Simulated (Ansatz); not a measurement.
C₁₁H₁₇NO₂⁻, that is tetramethylammonium benzoate with one electron more, relaxed as a doublet with UKS PBE-D4/def2-SVP in Ansatz, starting from the PBE-D4/def2-SVP geometry of the neutral singlet. Force threshold 0.03 eV/Å.

The highest occupied level of the relaxed charge -1 doublet lies above zero (up to 2.66 eV). By energy differences it is unbound by 0.99 eV (each at its own geometry, against the charge 0 singlet, at PBE-D4/def2-SVP) and held by the finite basis. The gap within one spin of the relaxed charge -1 doublet nearly closes, so an electron or hole may be smeared out by delocalisation error.

Start:

```xyz
31

C     4.1476    1.2469    0.3658
N     2.7258    0.8098    0.2303
C     1.9440    1.8090   -0.5860
C     2.0754    0.7070    1.5877
C     2.6616   -0.5357   -0.4479
H     4.1819    2.2349    0.8615
H     4.6980    0.5043    0.9724
H     4.6018    1.3166   -0.6399
H     2.3322    1.7990   -1.6208
H     0.8701    1.4978   -0.5184
H     2.0844    2.8092   -0.1347
H     2.5570   -0.1152    2.1478
H     2.2240    1.6677    2.1158
H     0.9853    0.5287    1.4007
H     3.2344   -1.2548    0.1677
H     3.1332   -0.4377   -1.4440
H     1.5764   -0.8540   -0.5409
O    -0.1511   -1.3335   -0.6692
C    -0.9451   -0.4774   -0.1880
O    -0.6222    0.6399    0.3452
C    -2.4332   -0.7964   -0.2467
C    -2.8771   -2.0066   -0.8132
C    -4.2461   -2.3045   -0.8678
C    -5.1855   -1.3927   -0.3549
C    -4.7487   -0.1827    0.2118
C    -3.3788    0.1127    0.2648
H    -2.1129   -2.6941   -1.2059
H    -4.5876   -3.2533   -1.3119
H    -6.2612   -1.6259   -0.3971
H    -5.4841    0.5321    0.6148
H    -2.9993    1.0488    0.7012
```

```
         step  energy (eV)  largest force component (eV/Å)  SCF passes
            1  -17233.4941                           1.172          48
            2  -17233.5667                           0.534          28
            3  -17233.5791                           0.144          28
 4 (rejected)  -17233.5789                           0.239          25
            5  -17233.5811                           0.033          29
            6  -17233.5825                           0.051          24
            7  -17233.5850                           0.116          27
            8  -17233.5866                           0.120          27
            9  -17233.5883                           0.072          28
           10  -17233.5895                           0.043          25
           11  -17233.5900                           0.020          23
           12  -17233.5902                           0.041          24
13 (rejected)  -17233.5899                           0.066          24
           14  -17233.5903                           0.003          24
```

Force components are those of the run's own axes.

End:

```xyz
31

C     4.1411    1.1369    0.5885
N     2.7095    0.8015    0.2446
C     2.1054    1.8798   -0.6190
C     1.8795    0.6988    1.4997
C     2.6493   -0.5060   -0.5042
H     4.1270    2.1140    1.1334
H     4.5268    0.3121    1.2333
H     4.6987    1.2007   -0.3796
H     2.6819    1.8995   -1.5693
H     1.0217    1.6088   -0.7376
H     2.2304    2.8392   -0.0694
H     2.2564   -0.1752    2.0746
H     2.0467    1.6404    2.0707
H     0.8139    0.6076    1.1671
H     3.0910   -1.2785    0.1626
H     3.2862   -0.3779   -1.4088
H     1.5711   -0.7400   -0.7660
O    -0.1883   -1.1646   -1.1091
C    -0.9833   -0.3275   -0.5703
O    -0.6537    0.8473   -0.1512
C    -2.4155   -0.7372   -0.3859
C    -2.8760   -2.0118   -0.8255
C    -4.2123   -2.3880   -0.6755
C    -5.1507   -1.5069   -0.0793
C    -4.7016   -0.2356    0.3626
C    -3.3655    0.1409    0.2103
H    -2.1291   -2.6784   -1.2847
H    -4.5434   -3.3831   -1.0226
H    -6.2064   -1.8021    0.0352
H    -5.4174    0.4627    0.8320
H    -2.9933    1.1225    0.5434
```

By distances, no bond broke or formed. The bond that changes most is C19–C21, from 1.52 to 1.50 Å (atoms count from 1).

The force fell under the threshold at step 11, but the optimiser went on. No frequencies were taken in this run, so the end may be a saddle point.

Run time 2 min (4 threads of Arm Neoverse V1 on a shared host).
